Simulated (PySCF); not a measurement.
Species: `CC(C)SC1CC1`. The columns A, B, C and D hold Mulliken, IAO, Hirshfeld and ESP-fitted charges (e) of one PBE0/pcSseg-1 density (PySCF), in a shuffled order. Coordinates in Å (GFN2-xTB); the density's dipole moment is (0.24, 0.31, -1.66) D.

```
atom       x       y       z       A       B       C       D
  C1  -1.729  -0.965  -0.971  -0.127  -0.418  -0.697  -0.195
  C2  -1.155   0.242  -0.248  -0.019  -0.158  +0.446  -0.466
  C3  -2.242   1.105   0.370  -0.123  -0.420  -0.466  -0.205
  S4  -0.016  -0.300   1.101   0.000  +0.051  -0.324  +0.048
  C5   1.451  -0.658   0.130  -0.053  -0.233  +0.036  -0.378
  C6   2.246   0.481  -0.430  -0.093  -0.296  -0.351  -0.190
  C7   2.784  -0.317   0.715  -0.088  -0.282  -0.290  -0.177
  H8  -2.291  -1.585  -0.276  +0.036  +0.144  +0.175  +0.117
  H9  -0.938  -1.568  -1.411  +0.038  +0.139  +0.166  +0.117
 H10  -2.396  -0.640  -1.768  +0.040  +0.137  +0.181  +0.111
 H11  -0.539   0.837  -0.927  +0.035  +0.138  +0.011  +0.154
 H12  -1.805   1.954   0.891  +0.038  +0.149  +0.110  +0.125
 H13  -2.912   1.475  -0.405  +0.044  +0.143  +0.115  +0.119
 H14  -2.821   0.524   1.084  +0.040  +0.142  +0.161  +0.117
 H15   1.359  -1.569  -0.448  +0.042  +0.148  +0.118  +0.158
 H16   1.904   1.485  -0.224  +0.045  +0.153  +0.147  +0.139
 H17   2.691   0.361  -1.407  +0.048  +0.150  +0.156  +0.132
 H18   2.796   0.145   1.690  +0.047  +0.158  +0.171  +0.141
 H19   3.604  -0.997   0.540  +0.051  +0.153  +0.137  +0.133
```

Which column most likely holds the ESP-fitted charges?

C. Σ q r misses the density's dipole by 0.02 D (C), 1.16 D (D), 1.21 D (B), 1.47 D (A). Charges fitted to the outside potential are the only set here that is tied to the molecule's multipoles.

And the Hirshfeld charges?

A. The mean sizes are 0.053 e (A), 0.170 e (D), 0.190 e (B), 0.224 e (C), and Hirshfeld charges are commonly the smallest of these schemes.

As computed, A = Hirshfeld, B = IAO, C = ESP-fitted, D = Mulliken. Hydrogens on carbon: Hirshfeld +0.04 to +0.05, IAO +0.14 to +0.16, ESP-fitted +0.01 to +0.18, Mulliken +0.11 to +0.16 e.

The Mulliken scheme counts on each atom the diagonal of the density matrix times the overlap matrix over that atom's basis functions. The Hirshfeld scheme weights the molecular density at each point by an atom's share of the summed free-atom densities.

Isolated species at its GFN2-xTB geometry (one conformer only).

These values come from a run that also computed NMR shieldings. On an x86-64 server with one thread, on a shared host, this took 24 s wall.

The values belong to the conformer `[CH3:1][CH:2]([CH3:3])[S:4][CH:5]1[CH2:6][CH2:7]1`: C1–C2–S4–C5 80°, C2–S4–C5–C6 73°.
